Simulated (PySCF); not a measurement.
Species: C₄H₃NO₃.
Numbering: `[O:1]=[C:2]([OH:3])[c:4]1[cH:5][cH:6][o:7][n:8]1` (hydrogens: H9 on O3; H10 on C5; H11 on C6)

Computed at PBE0/pcSseg-1 (PySCF, non-relativistic), with Q(17O) = −0.0256 b, Q(14N) = 0.02044 b: O1, 17O (I = 5/2): χzz = 9.664 MHz, η = 0.145; O3, 17O (I = 5/2): χzz = -9.958 MHz, η = 0.418; O7, 17O (I = 5/2): χzz = -10.53 MHz, η = 0.012; N8, 14N (I = 1): χzz = -6.067 MHz, η = 0.759.

Question: Find the zero-field quadrupole resonance frequencies of 17O at O1.

Answer: From the eigenvalues of H = χ/[4I(2I − 1)] × [3Iz² − I(I + 1) + η(Ix² − Iy²)], steps between neighbouring levels, labelled as for η = 0: ±1/2↔±3/2 1.482 MHz, ±3/2↔±5/2 2.887 MHz (acid carbonyl oxygen).

Question: Where would the pure quadrupole (NQR) lines of 17O at O3 fall for the rigid, isolated species?

Answer: From the eigenvalues of H = χ/[4I(2I − 1)] × [3Iz² − I(I + 1) + η(Ix² − Iy²)], steps between neighbouring levels, labelled as for η = 0: ±1/2↔±3/2 1.755 MHz, ±3/2↔±5/2 2.893 MHz (acid hydroxyl oxygen).

Question: Where would the pure quadrupole (NQR) lines of 17O at O7 fall for the rigid, isolated species?

Answer: From the eigenvalues of H = χ/[4I(2I − 1)] × [3Iz² − I(I + 1) + η(Ix² − Iy²)], steps between neighbouring levels, labelled as for η = 0: ±1/2↔±3/2 1.580 MHz, ±3/2↔±5/2 3.160 MHz (ring oxygen).

Question: Find the zero-field quadrupole resonance frequencies of 14N at N8.

Answer: From ν± = (3/4)|χ|(1 ± η/3) and ν0 = |χ|η/2: ν+ 5.702 MHz, ν− 3.398 MHz, ν0 2.304 MHz (pyridine-type nitrogen).

In a crystal, neighbours and librations shift these lines. Isolated species at its GFN2-xTB geometry (one conformer only). GFN2-xTB bond lengths can be off by several hundredths of an ångström, more for odd bonds, and the gradients follow them. These gradients aren't converged with respect to the basis.

The run behind these numbers computed NMR shieldings as well. The run took 29 s wall on one thread of an x86-64 server, no GPU (shared host).

The values belong to the conformer `[O:1]=[C:2]([OH:3])[c:4]1[cH:5][cH:6][o:7][n:8]1`: O1–C2–C4–C5 0°, H–O3–C2–O1 0°.
